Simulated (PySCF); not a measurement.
Gas-phase reaction: 5 BHF2 + 3 B2O3 → 3 B3O3F3 + 2 BH2 + HF

Computed with PySCF (xtb for GFN2) and rigid-rotor harmonic-oscillator thermochemistry at 1 bar. Table values come from the NASA 1993 polynomials. After a fit of one offset per element over all species, the range-separated, M06-2X, PBE0/def2-QZVP and CCSD(T)/def2-TZVPP enthalpies, where run, lie to one side of the table for B3O3F3 (-22 kJ/mol), BH2 (+121 kJ/mol): a fault of the table's entry, another state or a shared error of the levels is possible; this was not checked at source. S°(298 K) at PBE0/def2-TZVP differs from the NASA 1993 table for BH2 (+14 J/mol/K); whether the harmonic model or the table's entry is off was not settled. † marks an energy on the PBE0/def2-TZVP geometry and frequencies; other levels use their own. MP2 and CCSD(T) freeze the core. Open shells (unrestricted): BH2 (multiplicity 2); the rest are closed-shell singlets. GFN2 has no spin-polarisation term. For this reaction the table lies outside the span of B3LYP, M06-2X, MP2, PBE0, r2SCAN, ωB97M-V, ωB97X-V in their largest bases here; which side is off was not settled. MP2 isn't extrapolated to the basis-set limit; its ΔH°(298 K) is -512.4 kJ in def2-SVP and -546.1 kJ in def2-TZVPP. CCSD(T) isn't extrapolated to the basis-set limit. The harmonic model lacks anharmonicity and excited electronic states, which grow with temperature; levels with a mode under 35 cm⁻¹ are left out. Soft modes under 120 cm⁻¹ make the harmonic entropy rough for B2O3. The table's entry may be an old estimate for BHF2, B2O3, B3O3F3, BH2 (not checked at source). Warning, point group unlike the PBE0 one: B2O3 (GFN2-xTB, PBE/def2-SVP).

```tsv
level	ΔH°(298 K), kJ	minus table	ΔG°(1400 K), kJ
table	-789.1	-	-126.0
CCSD(T)/def2-SVP†	-543.3	245.8	105.5
GFN2-xTB	148.8	937.9	799.4
MP2/def2-SVP†	-512.4	276.7	136.5
MP2/def2-TZVPP†	-546.1	243.0	102.8
PBE/def2-SVP	-534.1	255.0	138.1
```
